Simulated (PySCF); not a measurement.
CH₇FO₂Si₂, SMILES [Si](O)(C[SiH3])(O)F.

The structure is a stationary point at B3LYP-D3(BJ)/def2-SVP. The structure was generated by enumeration, and PubChem lists no compound with its InChIKey, so it may never have been made. The values are those of a single conformer.

Computed with B3LYP-D3(BJ)/def2-SVP (PySCF 2.14.0).

Frequencies are harmonic and unscaled.

Computed vibrational spectrum:
| mode | ν (cm⁻¹) | IR (km/mol) | moving atoms (share of kinetic energy) |
|---|---|---|---|
| 1 | 22 | 0.0 | H 23 %, Si 21 %, O 21 %, F 19 %, C 16 % |
| 2 | 120 | 2.2 | O 39 %, Si 33 %, H 21 % |
| 3 | 148 | 66.6 | H 73 %, F 12 %, O 11 % |
| 4 | 162 | 8.2 | H 82 % |
| 5 | 204 | 23.8 | H 51 %, O 25 %, F 13 %, C 9 % |
| 6 | 250 | 24.6 | O 41 %, H 25 %, Si 22 %, F 10 % |
| 7 | 262 | 40.8 | H 55 %, F 16 %, Si 14 % |
| 8 | 327 | 22.4 | O 33 %, F 25 %, Si 23 %, H 16 % |
| 9 | 362 | 96.3 | O 48 %, H 31 %, F 12 %, Si 8 % |
| 10 | 374 | 68.6 | O 30 %, Si 24 %, H 19 %, F 15 %, C 12 % |
| 11 | 493 | 4.1 | H 88 % |
| 12 | 566 | 3.1 | H 51 %, Si 23 %, C 15 % |
| 13 | 715 | 34.2 | H 43 %, C 32 %, O 12 %, Si 9 % |
| 14 | 746 | 6.3 | C 39 %, H 30 %, Si 13 %, O 10 %, F 9 % |
| 15 | 760 | 10.6 | H 62 %, C 24 % |
| 16 | 782 | 160.0 | H 62 %, O 16 %, C 9 %, F 8 % |
| 17 | 794 | 167.4 | H 66 %, O 31 % |
| 18 | 875 | 269.5 | H 41 %, Si 33 %, F 16 %, O 8 % |
| 19 | 924 | 233.0 | Si 39 %, O 24 %, H 19 %, F 17 % |
| 20 | 943 | 36.0 | H 80 %, Si 13 % |
| 21 | 956 | 102.3 | H 94 % |
| 22 | 966 | 55.7 | H 97 % |
| 23 | 979 | 213.1 | Si 41 %, O 32 %, H 24 % |
| 24 | 1022 | 18.0 | H 83 %, Si 13 % |
| 25 | 1094 | 148.6 | H 54 %, C 39 % |
| 26 | 1385 | 10.6 | H 92 %, C 8 % |
| 27 | 2210 | 139.6 | H 97 % |
| 28 | 2234 | 86.0 | H 97 % |
| 29 | 2245 | 101.1 | H 96 % |
| 30 | 3049 | 0.5 | H 95 % |
| 31 | 3107 | 0.2 | H 91 %, C 9 % |
| 32 | 3880 | 113.0 | H 94 % |
| 33 | 3882 | 108.0 | H 94 % |
